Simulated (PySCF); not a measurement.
# Be+: excitation energy

Be+ [He] 2s1 (2S) → Be+ [He] 2p1 (2P), as a difference of total energies. Calculation: PySCF 2.14, in aug-cc-pCVTZ-DK with one added diffuse shell each of s, p, d, f type (8s7p5d3f, 75 functions); scalar relativity by spin-free X2C-1e. Correlated levels: valence and next inner shell: nothing frozen. The calculations carry no spin-orbit coupling.

```
                                method  excitation energy (eV)  error (eV)
                                   UHF                   3.995      +0.036
    MP2 (valence and next inner shell)                   3.991      +0.032
SCS-MP2 (valence and next inner shell)                   4.002      +0.043
   CCSD (valence and next inner shell)                   3.989      +0.030
CCSD(T) (valence and next inner shell)                   3.989      +0.030
```

Reference: 3.959 eV (measured; NIST levels, between the centres of gravity of the two terms).

Errors of the correlated levels include the incompleteness of this basis.
